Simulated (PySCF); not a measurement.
A structure optimised at PBE0-D3(BJ)/def2-SVP, used in a PySCF frequency run:

```xyz
3

Bi     0.0000     0.0000    -0.9993
I      0.0000    -2.1659     0.7825
I      0.0000     2.1659     0.7825
```
Charge 0, spin multiplicity 2.

Q: Write its SMILES, formula and point group.

A: [I][Bi][I], BiI2, C2v

Q: What are its rotational constants (standard atomic weights)?

A: 1.3888, 0.42445, 0.32510 GHz
